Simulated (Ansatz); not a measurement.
A structure relaxed at PBE-D4/def2-SVP in Ansatz, charge 0, singlet:

```xyz
14

Si   -0.3771    0.6950   -1.6100
Si    1.0137    1.2888    0.1369
Si   -2.3452   -0.4846   -0.3848
Si   -2.5482    1.5184   -1.6552
Si    2.8763   -0.0032    0.6727
Si   -2.4066   -0.9432    1.9043
Si   -0.2979   -0.3492    1.2491
Si    1.6029   -1.6792    1.2502
H    -2.5867   -1.7263   -1.2133
H     1.8713   -3.0901    1.6985
H     0.8914    2.7022    0.6351
H     4.2909    0.1253    0.1746
H    -2.1628    2.4061   -0.4525
H     0.1780   -0.4601   -2.4056
```

Question: Give its formula.

Answer: Si₈H₆.

Question: Summarise the bond lengths by kind (pairs closer than 1.2 times the sum of covalent radii, bridged metal pairs left out).

Answer: 11 × Si–Si 2.18 to 2.62 Å; 6 × H–Si 1.50 to 1.54 Å.

The restricted singlet is unstable towards broken spin symmetry in Hartree–Fock (as tested in another run); at PBE-D4/def2-SVP this wasn't settled. Another isomer (singlet) lies 0.70 eV lower at PBE0-D4/def2-TZVP; other spin states weren't run for this one.
